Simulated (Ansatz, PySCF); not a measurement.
(silylamino)silyloxymethane (CH₉NOSi₂), SMILES N([SiH2]OC)[SiH3].

Coordinates come from a ωB97X-D3(BJ)/def2-SVP optimisation. One conformer was computed; it need not be the lowest.

Vertical ionisation energy (IE) and electron affinity (EA) in eV. Rows of orbital energies are one-electron estimates. Where ΔSCF, EOM or ADC give a negative EA the extra electron is unbound and the value depends on the basis.

```tsv
level	IE	EA
−ε(HOMO), −ε(LUMO), B3LYP/def2-TZVP (PySCF)	___	___
−ε(HOMO), −ε(LUMO), PBE/def2-TZVP (PySCF)	6.42	0.69
ΔSCF, ωB97X-V/def2-SVPD (Ansatz), final states of multiplicity 2 and 2	9.98	-1.80
ΔSCF, PBE/def2-SVPD (Ansatz), final states of multiplicity 2 and 2	9.13	-1.17
```

Problem. What belongs in the gaps? (An estimate is asked for; the answer gives what the named calculation found.)

Solution. 
- −ε(HOMO), −ε(LUMO), B3LYP/def2-TZVP (PySCF), IE: 7.54
- −ε(HOMO), −ε(LUMO), B3LYP/def2-TZVP (PySCF), EA: 0.06

Problem. What vertical singlet–triplet gap does ΔSCF give with ωB97X-V/def2-SVPD (Ansatz, a first-principles code) and with PBE/def2-SVPD (Ansatz)? (An estimate is asked for; the answer gives what the named calculation found.)

Solution. 6.68 and 5.69 eV (triplet above singlet where positive).
